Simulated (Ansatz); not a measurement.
**Which method gave which barrier?**

Saddle point of Si2H6ClF, singlet (Si₂H₅Cl ([SiH3][SiH2][Cl]) + HF → SiH₂ClF ([F][SiH2][Cl]) + SiH₄; bonds formed: Si1–F7, Si2–H6; bonds broken: Si1–Si2, H6–F7), PBE0-D4/def2-TZVP structure:

```json
{"atom": "Si1", "x (Å)": "0.1189", "y (Å)": "-1.1196", "z (Å)": "-0.4994"}
{"atom": "Si2", "x (Å)": "-0.2886", "y (Å)": "1.2793", "z (Å)": "0.4329"}
{"atom": "H3", "x (Å)": "-0.4875", "y (Å)": "-2.2527", "z (Å)": "0.2147"}
{"atom": "H4", "x (Å)": "1.1282", "y (Å)": "-1.2901", "z (Å)": "-1.5549"}
{"atom": "Cl5", "x (Å)": "-1.5364", "y (Å)": "-0.5446", "z (Å)": "-1.6966"}
{"atom": "H6", "x (Å)": "0.8328", "y (Å)": "-0.0880", "z (Å)": "0.7076"}
{"atom": "F7", "x (Å)": "1.5337", "y (Å)": "-1.0809", "z (Å)": "0.8079"}
{"atom": "H8", "x (Å)": "0.5169", "y (Å)": "1.9121", "z (Å)": "1.5188"}
{"atom": "H9", "x (Å)": "-0.1302", "y (Å)": "2.0557", "z (Å)": "-0.8137"}
{"atom": "H10", "x (Å)": "-1.6876", "y (Å)": "1.1286", "z (Å)": "0.8827"}
```

Ansatz 0.2.0; basis: def2-TZVPP, with def2-QZVPP for the basis limit; cores frozen in the correlated methods. Extrapolation: Hartree–Fock as exp(−7.88 √X), correlation as X^−2.97. Four methods, as single points on the PBE0-D4 structures, gave these electronic barriers from the start structure: 116.8, 138.9, 150.7, 226.8 kJ/mol.

**Question.** The methods were, in alphabetical order, HF, MP2, PBE-D4, PBE0-D4. Which gave which? (Judge from chemistry; the calculation decides.)

**Answer.** Computed: PBE-D4 116.8; PBE0-D4 138.9; MP2 150.7; HF 226.8 kJ/mol. For comparison, CCSD(T) at an estimated basis limit (MP2 extrapolated from triple and quadruple zeta, plus CCSD(T) − MP2 in triple zeta) gives 156.5 kJ/mol.

The T1 diagnostic stays at or below 0.013.

Labels in which every atom is bracketed show which atoms are joined, not bond orders.

For scale, one of the runs: CCSD(T)/def2-TZVPP, 241 basis functions, launched by `ansatz run in.yaml --threads 4 --pin off --events-out ev --progress --plain --max-ram 9574MiB`. Time: 98 s of wall clock on 4 CPU threads of an Arm Neoverse V1; the host was shared. Peak host memory: 4.3 GiB.
